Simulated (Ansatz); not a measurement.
`[SiH3][AlH][PH2]` + `[SH][SnH2][SH]` → `[SiH3][AlH][SH]` + `[PH2][SnH2][SH]`  (redistribution)

Program: Ansatz. Geometries: PBE0-D4/def2-TZVP. ΔE: electronic, gas phase. CCSD(T)/CBS adds triple-zeta CCSD(T) − MP2 to the extrapolated MP2 energy (def2 sets, frozen cores). Functionals use def2-TZVPP. def2 core potentials past Kr. For Sn outer-core shells are correlated without core-valence functions, which leaves a few kJ/mol of doubt a bond. One conformer a species, not always the lowest.

```csv
level,ΔE (kJ/mol)
LDA (SPW92),-46.1
B2PLYP,-48.3
BHLYP,-48.4
CCSD/def2-SVP,-50.4
HF/def2-TZVPP,-47.7
SCS-MP2/def2-TZVPP,-49.6
CCSD/def2-TZVPP,-48.4
HF/def2-QZVPP,-46.9
```

(1) What does CCSD(T)/CBS give? (Estimate.)

Largest T1 diagnostic among the species: 0.014.

Answers

(1) The calculation gave: -47.5 kJ/mol. The listed levels differ from it by 1.4, -0.8, -0.9, -2.9, -0.2, -2.1, -0.9, 0.6 kJ/mol.

Leaving LDA and LC-ωPBE aside and taking each functional with its dispersion term where it has one, the values, not all of them listed here, spread over 4.9 kJ/mol, from BHLYP-D4 to revPBE-D4.
